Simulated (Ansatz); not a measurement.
Consider the ligand exchange at a B–C bond: `NB(O)C1C=C1` + `C=N` → `C=NB(N)O` + `C1=CC1`.

Gas-phase electronic energies from Ansatz, PBE0-D4/def2-TZVP geometries. CCSD(T)/CBS adds triple-zeta CCSD(T) − MP2 to the extrapolated MP2 energy (def2 sets, frozen cores). This one scheme is used for every species. DFT in def2-TZVPP. One conformer a species, not always the lowest.

`NB(O)C1C=C1`:

Cartesian coordinates in Å:
```
N 1.134 -0.664 1.512
B 0.636 0.022 0.383
O 1.372 0.976 -0.280
C -0.797 -0.291 -0.155
C -1.607 0.773 -0.874
C -1.123 -0.140 -1.630
H 0.587 -1.358 1.988
H 2.042 -0.521 1.920
H 2.243 1.129 0.090
H -1.370 -1.048 0.392
H -2.156 1.688 -0.740
H -0.961 -0.565 -2.605
```

`C=N`:

Cartesian coordinates in Å:
```
C 0.329 -0.022 -0.209
N -0.763 0.524 0.106
H 0.727 -0.936 0.248
H 0.939 0.432 -0.992
H -1.232 0.002 0.847
```

`C=NB(N)O`:

```xyz
10

C    -0.969    1.641    0.348
N    -0.179    1.025   -0.402
B     0.502   -0.223   -0.133
N    -0.043   -1.429   -0.626
O     1.689   -0.151    0.555
H    -1.269    1.291    1.349
H    -1.412    2.591    0.030
H    -0.882   -1.437   -1.176
H     0.414   -2.321   -0.569
H     2.149   -0.988    0.624
```

`C1=CC1`:

Z-matrix (Å, degrees):
```
C
C 1 1.498
C 1 1.498 2 50.9
H 1 1.090 2 119.6 3 105.7
H 1 1.090 2 119.6 3 -105.7
H 2 1.076 1 145.6 3 -180.0
H 3 1.076 1 145.6 2 180.0
```

| level | ΔE (kcal/mol) |
| --- | --- |
| BHLYP | -13.0 |
| CAM-B3LYP | -12.6 |
| LC-ωPBE | -11.7 |
| RPA@PBE/def2-TZVPP | -9.8 |
| MP2/def2-SVP | -12.2 |
| CCSD/def2-TZVPP | -10.8 |
| SCS-MP2/def2-QZVPP | -10.9 |
| CCSD/CBS(def2) | -10.7 |

What does CCSD(T)/CBS give? (Best estimate.)

Computed: -10.2 kcal/mol. The listed levels differ from it by -2.8, -2.4, -1.5, 0.4, -2.0, -0.6, -0.7, -0.5 kcal/mol.

Largest T1 diagnostic among the species: 0.012.

In def2-TZVPP, CCSD(T) changes the Hartree–Fock value by +3.4 kcal/mol (the triples alone add +0.5 kcal/mol) and MP2 by +3.1 kcal/mol. Leaving LDA and LC-ωPBE aside and taking each functional with its dispersion term where it has one, the values, not all of them listed here, spread over 1.7 kcal/mol, from BHLYP-D4 to revPBE-D4.
